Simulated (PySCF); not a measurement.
SeCl4, SMILES Cl[Se](Cl)(Cl)Cl. Coordinates come from a PBE0-D3(BJ)/def2-SVP optimisation. The isomer is the one that the SMILES or the coordinates give; other isomers of the formula were not compared.

Computed equilibrium geometry at PBE0-D3(BJ)/def2-SVP (PySCF confirms it by a frequency run) as bond lengths and angles, and its point group:
point group C2v.
Atoms: Se1 Cl2 Cl3 Cl4 Cl5. Bond lengths (Å): Se1–Cl2 2.166, Se1–Cl3 2.327, Se1–Cl4 2.166, Se1–Cl5 2.327. Bond angles (°): Cl2–Se1–Cl3 91.0, Cl2–Se1–Cl4 102.4, Cl2–Se1–Cl5 91.0, Cl3–Se1–Cl4 91.0, Cl3–Se1–Cl5 176.8, Cl4–Se1–Cl5 91.0.
